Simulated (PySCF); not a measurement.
C4H4ClF. Atoms are numbered in the order given.

```xyz
10

C     -1.7912    -0.8882     0.6901
C     -0.6636    -0.0314     0.1974
Cl    -1.1970     1.4413    -0.6268
C      0.6170    -0.2757     0.3218
C      1.8933    -0.5083     0.4959
F      2.6446    -1.2020    -0.3743
H     -1.4043    -1.7850     1.1929
H     -2.4209    -0.3190     1.3926
H     -2.4307    -1.1929    -0.1537
H      2.4705    -0.1646     1.3618
```

Coordinates come from a B3LYP-D3(BJ)/def2-SVP optimisation. The structure was generated by enumeration, and PubChem lists no compound with its InChIKey, so it may never have been made.

These are PySCF with SMD-M06-2X/6-31G* values and carry that method's errors.

Solvation free energies are E(SMD) − E(gas) at the gas-phase geometry, for 1 M in both phases. In vacuum the dipole moment is 2.07 D.

Computed solvation free energies in water, 2-propanol, acetone:
| solvent | ΔG(solv) (kcal/mol) | its non-electrostatic (CDS) part | dipole (D) |
|---|---|---|---|
| water | 0.2 | 4.2 | 2.61 |
| 2-propanol | -3.8 | -0.1 | 2.57 |
| acetone | -4.3 | -0.6 | 2.58 |
